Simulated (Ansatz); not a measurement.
CH$_{3}$FGeTe, SMILES `[F][GeH]1[CH2][Te]1`. Charge 0, multiplicity 1. Te takes the def2 core potential.

Z-matrix (Å, degrees):
```
Ge
C 1 1.914
Te 1 2.484 2 59.5
F 1 1.735 2 114.5 3 -109.4
H 1 1.524 2 126.3 3 113.6
H 2 1.084 1 120.1 3 -106.4
H 2 1.084 1 117.4 3 105.9
```

Question: List the harmonic frequencies (cm⁻¹, unscaled) at PBE0-D4/def2-TZVP in Ansatz. (An estimate is asked.)

Answer: The calculation gave: 143, 192, 261, 415, 520, 655, 695, 722, 731, 859, 921, 1383, 2202, 3146, 3246.

Question: Is this a minimum?

Answer: Yes, all 15 modes are real.

Question: Give the ideal-gas thermochemistry at 298.15 K and 1 bar (rigid rotor, harmonic oscillator; point group C1, symmetry number 1).

Answer: Zero-point energy 96.2 kJ/mol; H(298) − E = 113.5 kJ/mol; entropy 334.6 J/(mol·K), of which translation 176.9, rotation 117.2, vibration 40.5; G(298) − E = 13.7 kJ/mol.

Question: And at 400, 500, 600, 800 and 1000 K?

Answer: 
```
T (K)  H − E (kJ/mol)  S (J/mol/K)  G − E (kJ/mol)
  400           123.0        361.9           -21.8
  500           133.4        385.2           -59.2
  600           144.7        405.7           -98.7
  800           168.9        440.4          -183.5
 1000           194.7        469.3          -274.5
```

Question: Rotational constants (cm⁻¹)?

Answer: 0.2207, 0.03932, 0.0373.
